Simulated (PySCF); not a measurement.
[Hg(H2O)2]2+ relaxed at several levels

Computed with PySCF 2.14.0, def2-SVP on the ligands, density fitting, scalar-relativistic core potentials, no spin-orbit coupling, vacuum. Each row is relaxed at its own level from the same template. Distances are means of the shortest metal–ligand contacts, charges and spins Mulliken's; removal energies are rigid, with the ligand's formal charge and no counterpoise, so too large; for an anion taken off a cation in vacuum most of it is the attraction of opposite charges, and multiply charged cations can part far more cheaply with an electron moved from ligand to metal.

| level | basis on the metal | point group | M–H2O (Å) | charge on M (e) | HOMO–LUMO gap (eV) | removal of one H2O (eV) | strongest infrared band, degenerate modes summed (cm⁻¹) | unstable modes (below −25 cm⁻¹) |
| --- | --- | --- | --- | --- | --- | --- | --- | --- |
| PBE0 | def2-SVP with ECP60 | D2d | 2.047 | 1.24 | 7.54 | 4.06 | 3638 | 0 |

What does the calculation give for PBE, def2-SVP with ECP60?

point group: C2, M–H2O (Å): 2.072, charge on M (e): 1.11, HOMO–LUMO gap (eV): 4.45, removal of one H2O (eV): 4.22, strongest infrared band, degenerate modes summed (cm⁻¹): 3480, unstable modes (below −25 cm⁻¹): 0.
```xyz
7

Hg   -0.0296   -0.0178   -0.0006
O     0.0556   -0.0480    2.0694
H     0.4730    0.6964    2.5766
H    -0.6767   -0.4465    2.6078
O     0.0135    0.0119   -2.0717
H     0.4205   -0.7329   -2.5866
H    -0.7310    0.4083   -2.5947
```

Moved off a saddle point of the template and relaxed again: PBE. One start shape was tried for each, so a minimum needn't be the lowest isomer.
